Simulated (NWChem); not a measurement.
Species: CH₄GeOS, singlet; SMILES C[O][Ge][SH]

```xyz
8

Ge     0.6596     0.0053    -0.0001
O     -0.7699    -1.1157    -0.0011
C     -0.5953    -2.5187     0.0007
H     -1.0750    -2.9603     0.9022
H     -1.0855    -2.9633    -0.8936
H      0.4761    -2.8353    -0.0050
S     -0.6349     1.8717     0.0002
H      0.4644     2.6784     0.0000
```
Atoms are numbered in this order, from 1.

Program: NWChem. Low-valent species are run as closed-shell singlets; no triplet was tried in these runs. All runs use the structure optimised with PBE-D3(BJ)/def2-SVP. Total energies compare along this basis series because the functional is fixed.

```json
[
 {"level": "TPSS/cc-pVDZ", "basis functions": "93", "energy (Ha)": "-2590.9607", "highest occupied level (eV)": "-5.94", "orbital gap (eV)": "3.36", "dipole (D)": "2.11"},
 {"level": "TPSS/aug-cc-pVDZ", "basis functions": "145", "energy (Ha)": "-2590.9767", "highest occupied level (eV)": "-6.14", "orbital gap (eV)": "3.36", "dipole (D)": "2.04"},
 {"level": "TPSS/cc-pVTZ", "basis functions": "193", "energy (Ha)": "-2591.0866", "highest occupied level (eV)": "?", "orbital gap (eV)": "3.37", "dipole (D)": "2.02"}
]
```

Problem. Some entries are withheld; supply them.

Solution. 
- TPSS/cc-pVTZ, highest occupied level (eV): -6.08
